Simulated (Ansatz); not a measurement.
C2H5FSZn, SMILES `[CH3][Zn][CH](F)S`. Charge 0, multiplicity 1. The structure was optimised at the PBE0-D4/def2-TZVP level. It is one conformer, not always the lowest.

```xyz
10

C     1.710    1.340    0.239
Zn    0.212    0.222   -0.258
C    -1.331   -0.925   -0.695
F    -0.951   -2.100   -1.350
S    -2.309   -1.275    0.768
H     1.427    2.395    0.221
H     2.059    1.101    1.247
H     2.544    1.199   -0.452
H    -2.047   -0.420   -1.353
H    -1.314   -1.536    1.633
```

(1) What is the dipole moment at ωB97M-V/def2-TZVPP? (Best estimate.)

(2) And with PBE, r2SCAN, B3LYP? (Estimate.)

(3) Give the Mulliken charges with ωB97M-V, PBE, B3LYP in def2-TZVPP. (Estimate.)

Results:

(1) Computed: 2.16 D, with components (1.10, 1.83, 0.35) D in this frame, pointing from negative to positive charge.

(2) Ansatz gave: PBE 2.04 D, r2SCAN 2.15 D, B3LYP 2.16 D.

(3) Computed: 
| atom | ωB97M-V | PBE | B3LYP |
| --- | --- | --- | --- |
| C1 | -0.53 | -0.42 | -0.45 |
| Zn2 | 0.32 | 0.18 | 0.27 |
| C3 | 0.00 | 0.10 | 0.10 |
| F4 | -0.23 | -0.20 | -0.25 |
| S5 | -0.14 | -0.17 | -0.15 |
| H6 | 0.12 | 0.10 | 0.10 |
| H7 | 0.12 | 0.10 | 0.10 |
| H8 | 0.12 | 0.10 | 0.10 |
| H9 | 0.12 | 0.10 | 0.10 |
| H10 | 0.10 | 0.10 | 0.09 |

B3LYP here is the variant with VWN-RPA as its local correlation; programs differ in this.
